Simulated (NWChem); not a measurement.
selenium hexafluoride (SeF$_{6}$); SMILES F[Se](F)(F)(F)(F)F

```xyz
7

F     -0.9672    -0.9857     0.9979
Se     0.0000     0.0000     0.0000
F      0.2337     1.0819     1.2952
F     -1.3830     0.8721    -0.4790
F     -0.2337    -1.0819    -1.2952
F      1.3830    -0.8721     0.4790
F      0.9672     0.9857    -0.9979
```
Atoms are numbered in this order, from 1.

Computed with NWChem. STO-3G and 3-21G are far too small for this property and stand as cheap habits. All runs use the structure optimised with PBE0/def2-SVP. GIAO values for the isolated, static molecule; σ is the absolute isotropic shielding, δ = σ(reference) − σ with the isolated reference molecule computed at the same levels (19F: trichlorofluoromethane). Spin-orbit effects, on the heavy nuclei and on their neighbours, are missing.

```tsv
level	δ F1 (ppm)	σ Se2 (ppm)
KT2/pcSseg-1	85.1	1008.8
PBE0/pcSseg-1	[?]	[?]
BHandHLYP/pcSseg-1	92.7	1108.4
Hartree-Fock/STO-3G	-116.2	2481.2
```

### Question
Fill in the missing entries.

### Answer

- PBE0/pcSseg-1, δ F1 (ppm): 95.3
- PBE0/pcSseg-1, σ Se2 (ppm): 1027.1
